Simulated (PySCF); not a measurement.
Run record: excited-state job, `COC[SiH2]Br`.

Method: TDDFT wB97X-D/def2-SVPD, vertical, gas phase, core orbitals frozen in the response (PySCF 2.14.0, density-fitted response routines). Geometry: GFN2-xTB. The command runs a driver script over a list of jobs; the input below is this job's line of settings and its coordinates in Å.

Command:
```bash
OMP_NUM_THREADS=1 python probes_run.py task.json out
```

Input:
```
{"job": {"kind": "uv", "xc": "wB97X-D", "basis": "def2-SVPD", "nstates": 8, "ntriplets": 3}, "charge": 0, "multiplicity": 1}
C     -1.964214     0.506916    -0.353253
O     -0.887349    -0.140929     0.273257
C      0.371393     0.194416    -0.273680
Si     1.607744    -0.814247     0.750296
Br     3.622938    -0.339015    -0.045329
H     -2.016759     0.245866    -1.417475
H     -1.876869     1.596657    -0.262055
H     -2.868664     0.170466     0.149907
H      0.407251    -0.057958    -1.344594
H      0.548684     1.278300    -0.199414
H      1.433417    -2.244455     0.553135
H      1.623627    -0.396703     2.143179
```

Task: What does the run print?

Result: 
```
coarse grid: 46592 points
cycle   1  E = -3018.7578108607  dE = -6.635e-01  |g| = 5.400e-01  |ddm| = 4.097e+00
cycle   2  E = -3018.7551726057  dE =  2.638e-03  |g| = 6.033e-01  |ddm| = 1.101e+00
cycle   3  E = -3018.8215926935  dE = -6.642e-02  |g| = 5.630e-02  |ddm| = 4.860e-01
cycle   4  E = -3018.8222709847  dE = -6.783e-04  |g| = 1.662e-02  |ddm| = 1.053e-01
cycle   5  E = -3018.8223556284  dE = -8.464e-05  |g| = 5.559e-03  |ddm| = 3.867e-02
cycle   6  E = -3018.8223620751  dE = -6.447e-06  |g| = 9.837e-04  |ddm| = 1.081e-02
final grid: 96232 points
cycle   7  E = -3018.8221820253  dE = -7.175e-07  |g| = 5.428e-04  |ddm| = 5.659e-03
cycle   8  E = -3018.8221820734  dE = -4.813e-08  |g| = 4.374e-04  |ddm| = 1.448e-03
cycle   9  E = -3018.8221821119  dE = -3.848e-08  |g| = 4.927e-05  |ddm| = 5.249e-04
cycle  10  E = -3018.8221821136  dE = -1.713e-09  |g| = 2.975e-05  |ddm| = 2.035e-04
cycle  11  E = -3018.8221821138  dE = -2.010e-10  |g| = 7.548e-06  |ddm| = 4.038e-05
converged SCF energy = -3018.8221821138

Static polarisability (au): isotropic 77.814, principal 65.404 71.620 96.419

Singlet excitations
state   eV       nm        f      main configurations
  1   6.9906    177.4   0.01206   H->L 0.66, H-2->L 0.12, H->L+1 0.09
  2   7.0228    176.5   0.02253   H-1->L 0.94
  3   7.1102    174.4   0.00882   H-2->L 0.77
  4   7.7202    160.6   0.02556   H->L+1 0.65, H->L 0.12, H->L+3 0.10
  5   7.9653    155.7   0.04583   H-1->L+1 0.76
  6   8.0080    154.8   0.00873   H-2->L+1 0.66, H-2->L+4 0.08
  7   8.0956    153.2   0.01427   H-3->L 0.62, H-1->L+2 0.15
  8   8.2802    149.7   0.00122   H-2->L+2 0.49, H-2->L+4 0.15, H-2->L+6 0.11

Triplet excitations (Tamm-Dancoff, eV): 6.6813 6.6870 6.8171
```

The SCF starts on a coarse grid where the log names one; the energy can jump when the final grid takes over, and dE then counts from the start density on the new grid. H and L stand for HOMO and LUMO; the number after each pair is its weight.

Task: Give S1 in cm⁻¹ and kJ/mol.

Result: 6.9906 eV × 8065.54 = 56383 cm⁻¹; × 96.485 = 674.5 kJ/mol.

Task: How does the lowest singlet excitation compare with the HOMO–LUMO gap?

Result: HOMO -9.82 eV and LUMO 1.60 eV give a gap of 11.42 eV; S1 at 6.99 eV lies 4.43 eV below it.

Summary of the converged run: HOMO -9.82 eV, LUMO 1.60 eV; lowest singlet 6.99 eV; lowest triplet 6.68 eV (Tamm–Dancoff); mean polarisability 77.8 au.

 The wB97X-D/def2-SVPD calculation is non-relativistic and has no spin–orbit coupling, an omission that weighs most on bromine.

The run took 58 s wall on one thread, Arm Neoverse N1 (aarch64) (shared host), and the process peaked at 0.73 GiB of memory.

One conformer stands for the species.
Labels such as C1 count atoms from 1, the log's own numbers from 0.

wB97X-D is run here without its empirical dispersion term; that term would change no orbital, density or response property at a fixed geometry.
